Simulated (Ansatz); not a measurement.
**Relaxing a trial structure of AlH4NSi2**

The starting geometry of this gas-phase singlet was optimised with GFN2-xTB.

```yaml
atoms:
  - { symbol: Al, position_ang: [-0.2587, -0.2201, -1.6062] }
  - { symbol: N, position_ang: [-0.4551, -1.4246, -0.2084] }
  - { symbol: Si, position_ang: [-1.5437, 1.4137, -0.4095] }
  - { symbol: Si, position_ang: [-0.7412, -0.2547, 1.0129] }
  - { symbol: H, position_ang: [-0.6427, 2.5548, 0.0362] }
  - { symbol: H, position_ang: [-0.5765, -1.0276, 2.2745] }
  - { symbol: H, position_ang: [0.6760, -0.8012, -2.7535] }
  - { symbol: H, position_ang: [-0.3896, -2.4068, 0.0186] }
```

Q: Predict what it relaxes into with PBE-D3(BJ)/def2-SVP.

A: A new bond forms, giving a structure given below by its coordinates. Contacts that close: Al1–Si4 (2.66 → 2.58 Å).

The energy falls by 0.25 eV over 10 steps:

```
step  E − E(last) (eV)
   1             0.252
   2             0.058
   3             0.015
   4             0.005
   5             0.002
   6             0.000
   7             0.000
   8             0.000
   9             0.000
  10             0.000
```

Final geometry (Å):

```json
{"atom": "Al", "x (Å)": "-0.1863", "y (Å)": "-0.2994", "z (Å)": "-1.5609"}
{"atom": "N", "x (Å)": "-0.4720", "y (Å)": "-1.5544", "z (Å)": "-0.2082"}
{"atom": "Si", "x (Å)": "-1.5314", "y (Å)": "1.3909", "z (Å)": "-0.3741"}
{"atom": "Si", "x (Å)": "-0.7786", "y (Å)": "-0.2987", "z (Å)": "0.9453"}
{"atom": "H", "x (Å)": "-0.6477", "y (Å)": "2.5450", "z (Å)": "0.0957"}
{"atom": "H", "x (Å)": "-0.5683", "y (Å)": "-0.7319", "z (Å)": "2.3834"}
{"atom": "H", "x (Å)": "0.6826", "y (Å)": "-0.6512", "z (Å)": "-2.8558"}
{"atom": "H", "x (Å)": "-0.4299", "y (Å)": "-2.5669", "z (Å)": "-0.0607"}
```

Frequencies at the end are all real (lowest 179 cm⁻¹). Run with Ansatz 0.2.0, 11 s on 1 thread of Intel(R) Xeon(R) 6975P-C (Granite Rapids), on a shared host.
